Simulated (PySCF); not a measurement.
C5H7FO, SMILES C=C1C[C@@](C)(F)O1. Atoms are numbered in the order given.

```xyz
14

C      2.3780     0.2846     0.9880
C      1.1774     0.2173     0.4224
C      0.2701     1.0918    -0.4107
C     -0.6975    -0.1045    -0.2921
C     -2.0161     0.0375     0.4205
F     -0.9000    -0.7379    -1.4898
O      0.2708    -0.8310     0.4754
H      2.7685    -0.5510     1.5714
H      2.9865     1.1811     0.8670
H      0.6016     1.2693    -1.4433
H     -0.0615     2.0319     0.0521
H     -1.8765     0.5423     1.3864
H     -2.4386    -0.9625     0.5984
H     -2.7182     0.6176    -0.1963
```
Charge 0, spin multiplicity 1.

Geometry optimised at B3LYP-D3(BJ)/def2-SVP. The structure was generated by enumeration; whether it is a known compound was not checked.

Calculation: PBE/pcSseg-1 run with PySCF.

GIAO shieldings, no solvent; atoms listed in one row are averaged. δ = σ(ref) − σ: ¹³C against TMS (σ = 182.0 ppm); ¹⁹F against CFCl3 (σ = 133.6 ppm); ¹⁷O against H2O (σ = 334.3 ppm); ¹H against TMS (σ = 31.49 ppm), references at their B3LYP-D3(BJ)/def2-TZVP geometries, non-relativistic.

Question: Estimate the chemical shifts. (An estimate is asked for; the answer gives what the named calculation found.)

Answer: 
```json
[
 {"nucleus": "¹³C", "atoms": "C2", "count": "1", "δ (ppm)": "163.3"},
 {"nucleus": "¹³C", "atoms": "C4", "count": "1", "δ (ppm)": "124.0"},
 {"nucleus": "¹³C", "atoms": "C1", "count": "1", "δ (ppm)": "85.5"},
 {"nucleus": "¹³C", "atoms": "C3", "count": "1", "δ (ppm)": "46.1"},
 {"nucleus": "¹³C", "atoms": "C5", "count": "1", "δ (ppm)": "26.5"},
 {"nucleus": "¹⁹F", "atoms": "F6", "count": "1", "δ (ppm)": "-129.6"},
 {"nucleus": "¹⁷O", "atoms": "O7", "count": "1", "δ (ppm)": "265.4"},
 {"nucleus": "¹H", "atoms": "H8", "count": "1", "δ (ppm)": "4.86"},
 {"nucleus": "¹H", "atoms": "H9", "count": "1", "δ (ppm)": "4.32"},
 {"nucleus": "¹H", "atoms": "H10", "count": "1", "δ (ppm)": "3.44"},
 {"nucleus": "¹H", "atoms": "H11", "count": "1", "δ (ppm)": "3.24"},
 {"nucleus": "¹H", "atoms": "H12, H13, H14", "count": "3", "δ (ppm)": "1.83"}
]
```
